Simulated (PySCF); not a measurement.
C₆ coefficients of unlike pairs at PBE0

Calculated with PySCF 2.14 from the dipole response of each species, C₆(A,B) = (3/π) ∫ α_A(iu) α_B(iu) du, in atomic units, from isotropic polarisabilities. For ions this is the dispersion term alone; charge-induced terms of lower order in 1/R come first.

| species | configuration | basis | relativity | α (bohr³) | C₆ (like pair) |
| --- | --- | --- | --- | --- | --- |
| B | [He] 2s2 2p1 (2P) | x2c-QZVPPall with one added diffuse shell each of s, p, d, f type (8s5p4d3f1g) | spin-free X2C | 22.57 | 109.9 |
| As³⁺ | [Ar] 3d10 4s2 (1S) | aug-cc-pVTZ-PP with one added diffuse shell each of s, d, f type with ECP10MDF (7s5p5d3f) | core potential | 6.988 | 20.87 |
| Mn²⁺ | [Ar] 3d5 (6S) | x2c-TZVPPall with one added diffuse shell each of s, p, d, f type (7s6p5d3f1g) | spin-free X2C | 3.855 | 11.21 |
| F | [He] 2s2 2p5 (2P) | x2c-QZVPPall with one added diffuse shell each of s, p, d, f type (8s5p4d3f1g) | spin-free X2C | 3.761 | 10.13 |

(1) Estimate C₆ for F with B.

No spin-orbit coupling is included.

The other pairs:

| pair | C₆ |
| --- | --- |
| As³⁺, B | 45.62 |
| F, Mn²⁺ | 10.60 |
| F, As³⁺ | 14.05 |
| Mn²⁺, As³⁺ | 14.46 |
| Mn²⁺, B | 29.06 |

Answers

(1) The integral gives 28.53. The combination rule 2 C_A C_B / (C_A α_B/α_A + C_B α_A/α_B) gives 28.15 and the geometric mean 33.37.
